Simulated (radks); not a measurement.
The numbers below are computed, except where a source is named.
Ionisation of the tantalum ion Ta+, [Xe] 4f14 5d3 6s1, to Ta2+, [Xe] 4f14 5d3, under several functionals. Scalar-relativistic Kohn-Sham, spin-polarised, spherical densities, finite nucleus; open shells are filled with parallel spins first (spin-orbit coupling, left out, can overturn this in heavy ions); a radial shooting solver on a logarithmic mesh with Libxc functionals. Known Delta-SCF values: exchange-only PBE 15.344 eV. What does LDA (Slater exchange, Perdew-Wang correlation) give, and what is its highest occupied eigenvalue?

Answer. 15.940 eV by Delta-SCF; the 5d eigenvalue is -11.493 eV. NIST: 16.2 eV (semi-empirical).
